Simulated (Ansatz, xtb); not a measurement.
**ClFSi3: which of two structures lies lower**

Structure X: a singlet given by its coordinates. Structure Y: a singlet given by its coordinates. Both are isolated molecules in the gas phase, relaxed with BLYP-D3(BJ)/def2-SVP.

X (Å):

```yaml
atoms:
  - { symbol: Cl, position_ang: [0.6961, 1.8966, 0.8531] }
  - { symbol: F, position_ang: [-0.9208, -2.4775, -0.5122] }
  - { symbol: Si, position_ang: [1.5523, 1.2386, -1.2397] }
  - { symbol: Si, position_ang: [-0.3803, -1.3002, 0.5299] }
  - { symbol: Si, position_ang: [-0.6412, 0.6827, -0.8366] }
```

Close contacts (Å): Cl1–Si3 2.35, Cl1–Si5 2.47, F2–Si4 1.66, Si3–Si5 2.30, Si4–Si5 2.42.

Y (Å):

```yaml
atoms:
  - { symbol: Cl, position_ang: [-0.0766, -0.5811, -0.8868] }
  - { symbol: F, position_ang: [-0.3595, 1.3716, 1.2882] }
  - { symbol: Si, position_ang: [-1.3952, 0.5391, 0.3281] }
  - { symbol: Si, position_ang: [-3.6042, 0.5508, 0.4513] }
  - { symbol: Si, position_ang: [-2.9524, -1.5862, 0.0250] }
```

Close contacts (Å): Cl1–Si3 2.11, F2–Si3 1.64, Si3–Si4 2.21, Si3–Si5 2.65, Si4–Si5 2.27.

Question: Which of the two would you expect CCSD(T)/def2-SVP + ΔMP2/def2-TZVPP electronic energies to favour?

Answer: Structure Y; the calculation gives E(Y) − E(X) = −21.1 kcal/mol.

Level by level:

```tsv
level	geometry	E(Y) − E(X) (kcal/mol)	departure from the last row (kcal/mol)	job, with rough time for the two
BLYP-D3(BJ)/def2-SVP	BLYP-D3(BJ)/def2-SVP	−11.5	+9.6	optimisation, 2.1 min
HF/def2-SVP	BLYP-D3(BJ)/def2-SVP	−14.1	+7.0	part of the CCSD(T) run
MP2/def2-SVP	BLYP-D3(BJ)/def2-SVP	−28.7	−7.5	part of the CCSD(T) run
CCSD(T)/def2-SVP	BLYP-D3(BJ)/def2-SVP	−20.7	+0.4	single point
CCSD(T)/def2-SVP + ΔMP2/def2-TZVPP	BLYP-D3(BJ)/def2-SVP	−21.1		single point, 76 s
```

The levels shown agree on the order. The largest departure from CCSD(T)/def2-SVP + ΔMP2/def2-TZVPP is that of BLYP-D3(BJ)/def2-SVP, 9.6 kcal/mol. Levels run at GFN2-xTB geometries aren't shown. The last row adds to CCSD(T) the change of the MP2 difference between the two basis sets, here −0.4 kcal/mol.

With harmonic frequencies from BLYP-D3(BJ)/def2-SVP (ideal gas, rigid rotor, one conformer each, 298.15 K, 1 atm): on the last row, ΔE + ΔZPE = −20.5, ΔH = −20.8, ΔG = −20.1 kcal/mol.

The T1 diagnostic of structures X and Y is large, so the coupled-cluster value is less sure. The correlated steps freeze 21 core orbitals. Run with Ansatz 0.2.0; the last row on 1 thread of AMD EPYC (Zen 3) on a shared host.
